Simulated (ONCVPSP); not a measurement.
What one change does to a pseudopotential (S, ONCV)

* Element: sulfur
* Generator: ONCVPSP 4.0.1
* Type: optimised norm-conserving Vanderbilt (ONCV)
* Functional: PBE
* Relativity: scalar-relativistic
* Frozen core: [He]
* Valence charge: 14
* Reference configuration: 2s2 2p6 3s2 3p3 (charge +1)
* Partial waves: 2s+3s: rc 0.75 bohr, ncon 5, nbas 8, qcut 21.3 1/bohr, 2 projectors; 2p+3p: rc 0.85 bohr, ncon 4, nbas 8, qcut 13.8 1/bohr, 2 projectors; d scattering state at 0.29 Ha: rc 0.75 bohr, ncon 4, nbas 7, qcut 13.1 1/bohr, local
* Local potential: the d channel
* Core correction: none

Change: p: rc 1.2.

Cutoffs: the cutoffs (Ha) at which the residual kinetic energy of the hardest occupied pseudo-wave falls to 1 and 0.1 mHa per electron; they do not see the model core or the augmentation charge, which bear on the density cutoff. Errors are all-electron minus pseudo energies relative to the spin-unpolarised reference configuration.

Task: Predict the effect on cutoff, ghosts and configuration errors.

Result: The potential gets softer (141 Ha and 271 Ha → 141 Ha and 169 Ha); of the 4 tests that both files solve, the error grows in 1 and shrinks in 3 by more than 15 % and 0.3 meV (median size 4.0 → 1.5 meV); neither file shows a bound ghost. A larger radius leaves more room for a smooth pseudo-wave, so fewer plane waves are needed.

```tsv
quantity	base	changed
cutoff, loose	141 Ha	141 Ha
cutoff, tight	271 Ha	169 Ha
loose cutoff by channel	s 141 Ha, p 95 Ha	s 141 Ha, p 70 Ha
bound ghosts	none	none
GHOST(+) flags under 300 eV	none	none
error for 2s2 2p6 3s2 3p4, meV [ΔE -11.77 eV]	+0.4	+1.0
error for 2s2 2p6 3s2 3p2, meV [ΔE 22.28 eV]	+1.0	-0.2
error for 2s2 2p6 3s2 3p1, meV [ΔE 56.33 eV]	+7.0	+2.0
error for 2s2 2p6 3s2 3p0, meV [ΔE 103.12 eV]	+24	+5.9
s: phases at 0.76 bohr within 0.05 rad from the reference energy up to (Ha; the scan ends near 5)	to the end of the scan	to the end of the scan
d: phases at 0.76 bohr within 0.05 rad from the reference energy up to (Ha; the scan ends near 5)	to the end of the scan	to the end of the scan
```
